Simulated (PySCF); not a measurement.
C4H4F2, SMILES F/C=C\C=C/F. Atoms are numbered in the order given.

```xyz
10

F      0.5083    -2.4568     0.0000
C     -0.6120    -1.7384     0.0000
C     -0.6022    -0.4017     0.0000
C      0.6022     0.4017     0.0000
C      0.6120     1.7384     0.0000
F     -0.5083     2.4568     0.0000
H     -1.5134    -2.3564     0.0000
H     -1.5704     0.1032     0.0000
H      1.5704    -0.1032     0.0000
H      1.5134     2.3564     0.0000
```

Geometry: PBE0-D3(BJ)/def2-SVP. One conformer was computed; it need not be the lowest.

Two levels are set side by side: PBE/pcSseg-1 (PySCF) and HF/pcSseg-1 (PySCF). GIAO shifts against CFCl3 (¹⁹F), TMS (¹H), TMS (¹³C) at the same level; non-relativistic, no solvent, atoms listed together averaged. Differences are taken from unrounded values.

```tsv
quantity	HF
δ(¹⁹F) of F1, F6 (ppm)	-111.9
δ(¹³C) of C2, C5 (ppm)	155.0
δ(¹³C) of C3, C4 (ppm)	110.5
δ(¹H) of H7, H10 (ppm)	6.85
δ(¹H) of H8, H9 (ppm)	6.18
```

Question: What does PBE give, and how far is it from HF? (The exact figures need the calculation; the answer reports its results.)

Answer: 
```
quantity                   PBE  PBE minus HF
----------------------  ------  ------------
δ(¹⁹F) of F1, F6 (ppm)  -133.6         -21.6
δ(¹³C) of C2, C5 (ppm)   157.2           2.2
δ(¹³C) of C3, C4 (ppm)   108.7          -1.8
δ(¹H) of H7, H10 (ppm)    6.90          0.05
δ(¹H) of H8, H9 (ppm)     5.98         -0.20
```

Rough cost on one machine, each run with all the roots and properties that it gave: HF against PBE within a factor of 2.
